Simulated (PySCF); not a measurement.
How methods differ on the excitation energy of Rh²⁺

Rh²⁺ [Kr] 4d7 (4F) → Rh²⁺ [Kr] 4d6 5s1 (6D), as a difference of total energies. Computed with PySCF 2.14 in def2-TZVPPD with the def2 core potential (28 electrons), with scalar relativity through the core potential. Correlated levels: valence: 4s2 4p6 frozen. The calculations carry no spin-orbit coupling.

```json
{"method": "UHF", "excitation energy (eV)": "4.965"}
{"method": "MP2 (valence)", "excitation energy (eV)": "5.535"}
{"method": "SCS-MP2 (valence)", "excitation energy (eV)": "6.016"}
{"method": "CCSD (valence)", "excitation energy (eV)": "5.499"}
{"method": "CCSD(T) (valence)", "excitation energy (eV)": "5.517"}
```

Q: How much does correlation contribute at CCSD(T) (valence)?

A: 5.517 − (4.965) = 0.552 eV, measured against UHF.
